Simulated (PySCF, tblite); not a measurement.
Species: C₅H₁₁O₂P.
Geometry (GFN2-xTB, Å), atoms numbered from 1 in this order:
```
atom  x, y, z in Å
C1    -2.4304    0.2880    0.8030
P2    -1.2485   -0.1053   -0.5391
O3    -1.7459    0.1081   -1.9042
O4    -0.9141   -1.6664   -0.2858
C5     0.3103    0.7705   -0.1232
C6     1.4377    0.3879   -1.0914
C7     2.1052   -0.4192    0.0316
C8     1.0950    0.1497    1.0387
H9    -2.6233    1.3569    0.7976
H10   -2.0391   -0.0152    1.7681
H11   -3.3580   -0.2407    0.5963
H12   -1.0560   -2.1214   -1.1177
H13    0.0866    1.8351   -0.0459
H14    1.1131   -0.1826   -1.9618
H15    2.0257    1.2380   -1.4315
H16    3.1474   -0.1740    0.2260
H17    2.0131   -1.4950   -0.1000
H18    1.5213    0.8887    1.7149
H19    0.5499   -0.5936    1.6169
```

Jobs on this species (19 atoms, 72 electrons) with PySCF (density fitting) and tblite. Hardware of each: one thread, Arm Neoverse V1 (aarch64), shared host. The host was shared with other jobs, so the times are rough.

```tsv
level and settings	work	basis functions	SCF cycles	wall time
PBE0/pcSseg-1	shieldings, ring-centre shieldings, charges and field gradients, density and orbital grids written	198	?	?
GFN2-xTB	L-BFGS relaxation	–	–	0.81 s
GFN2-xTB	Hessian by finite differences	–	–	0.69 s
```

Fill in the missing figures.

- PBE0/pcSseg-1; shieldings, ring-centre shieldings, charges and field gradients, density and orbital grids written: 46 s, 14 SCF cycles

What do all jobs in the table cost together?

About 48 s; the longest takes about 97 % of that, and about 67 times as long as the shortest.
